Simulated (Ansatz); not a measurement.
`COB(C)[SeH]` + `B/C=N/C` → `BB(C)OC` + `C/N=C/[SeH]`  (redistribution)

Computed with Ansatz on PBE0-D4/def2-TZVP structures; ΔE is electronic, products minus reactants. CBS: MP2 limit from def2 TZ/QZ plus the TZ coupled-cluster correction, frozen cores. Double bonds are as drawn, so ΔE can hold a change between cis and trans. DFT in def2-TZVPP. For Se outer-core shells are correlated without core-valence functions, which leaves a few kJ/mol of doubt a bond. Scalar relativity is left out up to krypton. One conformer a species, not always the lowest.

```tsv
level	ΔE (kJ/mol)
PBE-D4	118.1
PBE0-D4	124.3
```

Question: What does CCSD(T)/CBS give? (An estimate is asked.)

Answer: The calculation gave: +135.0 kJ/mol. The listed levels differ from it by -16.9, -10.7 kJ/mol.

Largest T1 diagnostic among the species: 0.013.

From PBE to PBE0 (25 % exact exchange), in def2-TZVPP and without D4, ΔE moves by +6.5 kJ/mol. The D4 term adds +3.0 kJ/mol with B3LYP and +1.4 kJ/mol with PBE0; it sums over pairs of atoms, weighted by their polarisabilities, and B3LYP, whose exchange is more repulsive, gets the larger term.

B3LYP here is the variant with VWN-RPA as its local correlation; programs differ in this.
